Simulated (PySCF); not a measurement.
Ga(Br)(OH)(NH2) (BrGaH3NO), SMILES [NH2][Ga]([OH])[Br]. Geometry optimised at PBE-D3(BJ)/def2-SVP. The structure was generated by enumeration; whether it is a known compound was not checked. The values are those of a single conformer.

Method: PySCF with PBE-D3(BJ)/def2-SVP.

Harmonic wavenumbers (cm⁻¹): 120, 154, 156, 279, 289, 302, 341, 666, 720, 753, 836, 1463, 3494, 3605, 3739. Rotational constants (GHz): 5.829, 1.559, 1.231; symmetry number 1.

Problem. Work out the zero-point energy and the ideal-gas rigid-rotor harmonic-oscillator thermochemistry at 298.15 K and 1 atm.

Solution. ZPE = ½ Σ hcν = ½ × 16916 cm⁻¹ = 24.18 kcal/mol. H − E(el) = 29.09 kcal/mol. Entropy in cal/(mol K): translation 41.51, rotation 27.75, vibration 15.04, total 84.31. G − E(el) = 3.95 kcal/mol. Cp = 23.45 cal/(mol K). Modes under 150 cm⁻¹ make the vibrational entropy uncertain.
